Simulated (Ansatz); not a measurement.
Isolated molecules relaxed with PBE0-D4/def2-TZVP in Ansatz; ΔE leaves out vibrations. CBS: MP2 limit from def2 TZ/QZ plus the TZ coupled-cluster correction, frozen cores. This one scheme is used for every species. Functionals use def2-TZVPP. B3LYP here is the variant with VWN-RPA as its local correlation; programs differ in this. For Ge outer-core shells are correlated without core-valence functions, which leaves a few kJ/mol of doubt a bond. Scalar relativity is left out up to krypton. Each species was taken in one conformer, which may not be the lowest.

`[OH][GeH2][NH][SiH](O)F` + HCl → `[OH][GeH2][NH][SiH](O)Cl` + H–F  (ligand exchange at the Si–F bond)

```tsv
level	ΔE (kJ/mol)	difference from CCSD(T)/CBS
PBE-D4	41.5	-6.1
r2SCAN-D4	50.6	3.0
PBE0-D4	42.0	-5.6
B3LYP-D4	51.1	3.5
ωB97X-V	51.0	3.4
ωB97M-V	50.2	2.6
B2PLYP	54.9	7.3
PBE	45.7	-1.9
r2SCAN	51.7	4.1
PBE0	45.8	-1.8
B3LYP	58.0	10.4
HF/def2-TZVPP	63.9	16.3
MP2/def2-TZVPP	45.8	-1.8
SCS-MP2/def2-TZVPP	52.1	4.5
CCSD/def2-TZVPP	54.9	7.3
CCSD(T)/def2-TZVPP	52.1	4.5
HF/def2-QZVPP	65.6	18.0
MP2/def2-QZVPP	43.9	-3.7
SCS-MP2/def2-QZVPP	50.0	2.4
HF/CBS(def2)	65.9	18.3
MP2/CBS(def2)	41.3	-6.3
CCSD/CBS(def2)	50.4	2.8
CCSD(T)/CBS	47.6	0
```

Largest T1 diagnostic among the species: 0.012.

In def2-TZVPP, CCSD(T) changes the Hartree–Fock value by −11.8 kJ/mol (the triples alone add −2.8 kJ/mol) and MP2 by −18.0 kJ/mol. The D4 term adds −6.9 kJ/mol with B3LYP and −3.8 kJ/mol with PBE0; it sums over pairs of atoms, weighted by their polarisabilities, and B3LYP, whose exchange is more repulsive, gets the larger term.
